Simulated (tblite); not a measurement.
Parent: `[N:1]#[C:2][SiH2:3][CH2:4][CH2:5][NH:6][SiH3:7]` with C2–Si3–C4–C5 46°, Si3–C4–C5–N6 56°, C4–C5–N6–Si7 73°, C3H10N2Si2.

Computed geometry: GFN2-xTB, gas phase. One conformer each, not checked by frequencies here.

```csv
coordinate of the parent,value
N1≡C2,1.146 Å
C2–Si3,1.871 Å
Si3–C4,1.901 Å
C4–C5,1.536 Å
C5–N6,1.440 Å
N6–Si7,1.718 Å
N1–C2–Si3,179.0°
C2–Si3–C4,106.4°
Si3–C4–C5,113.8°
C4–C5–N6,114.1°
C5–N6–Si7,123.3°
```

**Question.** How does the shared frame change in `[N:1]#[C:2][SiH2:3][CH2:4][CH2:5][NH:6][SiH2:7][SH:8]` with C2–Si3–C4–C5 42°, Si3–C4–C5–N6 48°, C4–C5–N6–Si7 -151°, C5–N6–Si7–S8 175°, N6–Si7–S8–H -68°, C3H10N2SSi2? Atoms pair as N1 = N1, C2 = C2, Si3 = Si3, C4 = C4, C5 = C5, N6 = N6, Si7 = Si7 (parent first).

**Answer.** 
| parent | relative | value in the relative | change |
| --- | --- | --- | --- |
| N1≡C2 | N1≡C2 | 1.146 Å | 0.000 |
| C2–Si3 | C2–Si3 | 1.869 Å | -0.002 |
| Si3–C4 | Si3–C4 | 1.907 Å | +0.006 |
| C4–C5 | C4–C5 | 1.526 Å | -0.010 |
| C5–N6 | C5–N6 | 1.445 Å | +0.005 |
| N6–Si7 | N6–Si7 | 1.715 Å | -0.003 |
| N1–C2–Si3 | N1–C2–Si3 | 179.2° | +0.2 |
| C2–Si3–C4 | C2–Si3–C4 | 106.5° | +0.1 |
| Si3–C4–C5 | Si3–C4–C5 | 111.2° | -2.6 |
| C4–C5–N6 | C4–C5–N6 | 110.4° | -3.7 |
| C5–N6–Si7 | C5–N6–Si7 | 123.2° | -0.1 |

Of the parent's bonds, C4–C5 changes most (-0.010 Å). Bonds of the relative outside the shared frame: Si7–S8 2.150 Å. Point group C1 → C1.

**Question.** How does the shared frame change in `[CH3:1][SiH2:2][NH:3][CH2:4][CH2:5][SiH2:6][C:7]#[N:8]` with C1–Si2–N3–C4 -170°, Si2–N3–C4–C5 -38°, N3–C4–C5–Si6 -177°, C4–C5–Si6–C7 179°, C4H12N2Si2? Atoms pair as N1 = N8, C2 = C7, Si3 = Si6, C4 = C5, C5 = C4, N6 = N3, Si7 = Si2 (parent first).

**Answer.** 
```
   parent   relative  value in the relative  change
    N1≡C2      N8≡C7                1.145 Å  -0.001
   C2–Si3     C7–Si6                1.868 Å  -0.003
   Si3–C4     Si6–C5                1.897 Å  -0.004
    C4–C5      C5–C4                1.521 Å  -0.015
    C5–N6      C4–N3                1.444 Å  +0.004
   N6–Si7     N3–Si2                1.720 Å  +0.002
N1–C2–Si3  N8–C7–Si6                 179.2°    +0.2
C2–Si3–C4  C7–Si6–C5                 107.2°    +0.8
Si3–C4–C5  Si6–C5–C4                 112.0°    -1.8
 C4–C5–N6   C5–C4–N3                 111.9°    -2.2
C5–N6–Si7  C4–N3–Si2                 126.3°    +3.0
```

Of the parent's bonds, C4–C5 changes most (-0.015 Å). Bonds of the relative outside the shared frame: C1–Si2 1.891 Å. Point group C1 → C1.

**Question.** How does the shared frame change in `[N:1]#[C:2][SiH2:3][CH2:4][CH2:5][NH:6][SiH2:7][F:8]` with C2–Si3–C4–C5 55°, Si3–C4–C5–N6 58°, C4–C5–N6–Si7 -133°, C5–N6–Si7–F8 178°, C3H9FN2Si2? Atoms pair as N1 = N1, C2 = C2, Si3 = Si3, C4 = C4, C5 = C5, N6 = N6, Si7 = Si7 (parent first).

**Answer.** 
| parent | relative | value in the relative | change |
| --- | --- | --- | --- |
| N1≡C2 | N1≡C2 | 1.146 Å | 0.000 |
| C2–Si3 | C2–Si3 | 1.870 Å | -0.001 |
| Si3–C4 | Si3–C4 | 1.905 Å | +0.004 |
| C4–C5 | C4–C5 | 1.531 Å | -0.005 |
| C5–N6 | C5–N6 | 1.440 Å | 0.000 |
| N6–Si7 | N6–Si7 | 1.708 Å | -0.010 |
| N1–C2–Si3 | N1–C2–Si3 | 178.9° | -0.1 |
| C2–Si3–C4 | C2–Si3–C4 | 105.4° | -1.0 |
| Si3–C4–C5 | Si3–C4–C5 | 112.5° | -1.3 |
| C4–C5–N6 | C4–C5–N6 | 111.5° | -2.6 |
| C5–N6–Si7 | C5–N6–Si7 | 125.9° | +2.6 |

Of the parent's bonds, N6–Si7 changes most (-0.010 Å). Bonds of the relative outside the shared frame: Si7–F8 1.610 Å. Point group C1 → C1.
